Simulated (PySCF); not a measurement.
## Electronic absorption of C7H8OS

Compound: C7H8OS.
InChI=1S/C7H8OS/c1-9(8)7-5-3-2-4-6-7/h2-6H,1H3/t9-/m0/s1

Level of theory: TDDFT CAM-B3LYP/def2-SVPD, vertical, gas phase, core orbitals frozen in the response (PySCF 2.14.0, density-fitted response routines). One conformer (not necessarily the lowest) at the PBE0-D3(BJ)/def2-SVP geometry, without solvent, vibrations or thermal averaging. Torsions of this conformer, `[CH3:1][S@:2](=[O:3])[c:4]1[cH:5][cH:6][cH:7][cH:8][cH:9]1`: C1–S2–C4–C5 -79°.

**Question.** What does the calculation give for the low-lying excited states?

**Answer.** 

```tsv
state	E (eV)	λ (nm)	ν̃ (cm⁻¹)	f	main configurations (H = HOMO, L = LUMO)
S1	5.28	234.7	42620	0.090	H→L (89%)
S2	5.33	232.6	43000	0.0007	H-1→L (40%), H→L+1 (39%), H-2→L+1 (17%)
S3	5.99	207.1	48280	0.031	H→L+4 (64%)
S4	6.05	204.9	48800	0.036	H→L+1 (51%), H-2→L+1 (20%), H-1→L (18%)
S5	6.21	199.7	50080	0.0007	H-2→L (53%), H-1→L+1 (33%)
S6	6.48	191.3	52280	0.020	H-3→L (74%)
S7	6.58	188.4	53080	0.034	H→L+3 (41%), H→L+5 (16%)
S8	6.64	186.6	53580	0.028	H→L+2 (70%), H→L+3 (9%)
S9	6.97	178.0	56180	0.264	H-3→L+1 (36%), H-2→L+1 (25%), H-1→L (15%)
S10	7.04	176.2	56770	0.500	H-1→L+1 (37%), H-2→L (24%), H-3→L+1 (19%)
```

Triplets, Tamm–Dancoff:

```tsv
state	E (eV)	λ (nm)	main configurations (H = HOMO, L = LUMO)
T1	4.01	309.4	H-2→L (31%), H-1→L+1 (31%), H→L (29%)
T2	4.69	264.3	H-1→L+1 (42%), H→L (25%), H-1→L (17%)
T3	4.73	262.0	H-1→L (39%), H-2→L+1 (17%), H→L+1 (16%)
T4	5.06	245.3	H-1→L (25%), H→L+1 (20%), H-2→L (17%)
```

The lowest singlet lies at 5.28 eV (235 nm, ultraviolet) and is of moderate strength; its leading configuration is HOMO→LUMO (89%). The most intense listed level is S10 at 7.04 eV (176 nm, f = 0.500), 1.75 eV above S1. It is the last of those listed, so stronger ones may follow. Löwdin shares by element: HOMO oxygen 41%, sulfur 27%, carbon 15% or more (atoms not listed hold the other 17%); LUMO carbon 64% or more (atoms not listed hold the other 36%). The listed states span 1.75 eV, and the widest gap between neighbours is 0.66 eV (S2 to S3). Weighted by f, the mean energy of these states is 6.76 eV. Orbital energies (eV): HOMO-3 -9.37, HOMO-2 -9.17, HOMO-1 -8.98, HOMO -8.08, LUMO 0.11, LUMO+1 0.37, LUMO+2 1.12. All these states lie below the vertical ionisation energy of 8.75 eV (ΔSCF). Only the lowest 10 singlets were computed, as vertical energies without vibronic structure.

On an Arm Neoverse V1 with one thread, shared host, this took 7.1 min of wall time.
